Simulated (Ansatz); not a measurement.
Species: CaF₂, charge 0, singlet. CaF2 (SMILES [F][Ca][F]).
B3LYP-D3(BJ)/def2-TZVP minimum from Ansatz (a quantum-chemistry and plane-wave program):
```
Ca
F 1 2.0062
F 1 2.0062 2 144.70
```

Total energies in hartree (Ansatz). UHF or UKS for unpaired electrons; spin-orbit terms are left out. Cores are frozen in correlated methods (noble-gas shells, and filled d and f shells in the p block). No relativity. Where a partner has so few electrons that a lower coupled-cluster level is exact, that level stands in. The restricted determinant of Ca ([Ca], singlet) is unstable towards broken spin symmetry in at least one set run.

```csv
species,HF/def2-TZVPP,CCSD(T)/def2-TZVPP,HF/def2-QZVPP,CCSD(T)/def2-QZVPP,CCSDT(Q)/def2-TZVPP
1: CaF2 (SMILES [F][Ca][F]),-875.86712,-876.42705,-875.89647,-876.51248,-876.42773
2: Ca (singlet),-676.74580,-676.77415,-676.75791,-676.78670,-676.77415
3: F (doublet),-99.41180,-99.62506,-99.41589,-99.65118,-99.62536
```

Work out the atomisation energy (electronic, to ground-state atoms) in kcal/mol: take Hartree-Fock from def2-QZVPP, extrapolate the CCSD(T) correlation energy as X^-3 (X = 3, 4), and add CCSDT(Q) - CCSD(T) in def2-TZVPP. 1 hartree = 627.51 kcal/mol.


Species 1: correlation (64·(-0.61601) - 27·(-0.55993))/37 = -0.65693; step -0.00068; E1 = -875.89647 + (-0.65693) + (-0.00068) = -876.55408
Species 2: correlation (64·(-0.02879) - 27·(-0.02835))/37 = -0.02911; step +0.00000; E2 = -676.75791 + (-0.02911) + (+0.00000) = -676.78702
Species 3: correlation (64·(-0.23529) - 27·(-0.21326))/37 = -0.25137; step -0.00030; E3 = -99.41589 + (-0.25137) + (-0.00030) = -99.66756
-1·E1 +1·E2 +2·E3 = 0.43194 hartree = 271.0 kcal/mol.
